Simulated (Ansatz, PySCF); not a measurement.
Gas-phase reaction (SMILES): CN (CH5N) + [H][H] (H2) → C (CH4) + N (NH3); energy of full hydrogenation.

Each molecule is optimised on its own at B3LYP-D3(BJ)/def2-TZVP (Ansatz, a first-principles code). Cores are frozen in the correlated levels unless marked. Spin-orbit coupling is left out. No relativistic terms. CBS(X,Y): correlation extrapolated as X^-3; Hartree-Fock from the larger set. [CCSD(T)-MP2]/basis is that difference in the basis named. Thermal terms are rigid-rotor harmonic-oscillator values from B3LYP-D3(BJ) frequencies (PySCF) at 298.15 K and 1 atm. 1 Eh = 627.5095 kcal/mol.

```json
[
 {"species": "CN (CH5N)", "E, RI-MP2/CBS(aug-cc-pVTZ,aug-cc-pVQZ)+[CCSD(T)-MP2]/aug-cc-pVTZ (Ansatz) (Eh)": "-95.75128", "E, r2SCAN-D4/def2-TZVPD (Ansatz + dftd4) (Eh)": "-95.83428", "H - E (Eh)": "0.06816", "G - E (Eh)": "0.04085"},
 {"species": "[H][H] (H2)", "E, RI-MP2/CBS(aug-cc-pVTZ,aug-cc-pVQZ)+[CCSD(T)-MP2]/aug-cc-pVTZ (Ansatz) (Eh)": "-1.17524", "E, r2SCAN-D4/def2-TZVPD (Ansatz + dftd4) (Eh)": "-1.17100", "H - E (Eh)": "0.01336", "G - E (Eh)": "-0.00144"},
 {"species": "C (CH4)", "E, RI-MP2/CBS(aug-cc-pVTZ,aug-cc-pVQZ)+[CCSD(T)-MP2]/aug-cc-pVTZ (Ansatz) (Eh)": "-40.46129", "E, r2SCAN-D4/def2-TZVPD (Ansatz + dftd4) (Eh)": "-40.49957", "H - E (Eh)": "0.04840", "G - E (Eh)": "0.02728"},
 {"species": "N (NH3)", "E, RI-MP2/CBS(aug-cc-pVTZ,aug-cc-pVQZ)+[CCSD(T)-MP2]/aug-cc-pVTZ (Ansatz) (Eh)": "-56.50756", "E, r2SCAN-D4/def2-TZVPD (Ansatz + dftd4) (Eh)": "-56.54744", "H - E (Eh)": "0.03799", "G - E (Eh)": "0.01614"}
]
```

Task: Work out ΔE and ΔH, ΔG, ΔS and the equilibrium constant at 298.15 K at the first level, then ΔH at the second.

Result: 
1. ΔE = [(-40.46129) + (-56.50756)] - [(-95.75128) + (-1.17524)] = -0.04233 Eh = -26.6 kcal/mol at RI-MP2/CBS(aug-cc-pVTZ,aug-cc-pVQZ)+[CCSD(T)-MP2]/aug-cc-pVTZ.
2. The terms H - E add up to 0.00487 Eh, so ΔH = (-0.04233 + (0.00487))×627.5095 = -23.5 kcal/mol.
3. The terms G - E add up to 0.00401 Eh, so ΔG = -24.0 kcal/mol, and ΔS = (0.00487 - (0.00401))×627509.5/298.15 = 1.8 cal/(mol K).
4. log10 K = -ΔG/(RT ln 10) = 17.6, with RT ln 10 = 1.3642 kcal/mol.
5. At r2SCAN-D4/def2-TZVPD the same steps give ΔE = -26.2 and ΔH = -23.1 kcal/mol, a shift of +0.4 from the first level.
6. Tabulated enthalpies of formation (CN (CH5N) -5.0 kcal/mol, ATcT 1.112; [H][H] (H2) 0.0 kcal/mol, zero by definition; C (CH4) -17.8 kcal/mol, ATcT 1.112; N (NH3) -10.9 kcal/mol, ATcT 1.112) give ΔH = -23.7, so the errors are +0.2 and +0.6 kcal/mol; the tables hold anharmonic motion, scalar relativity, which both levels lack, and core correlation, which the frozen-core level lacks.
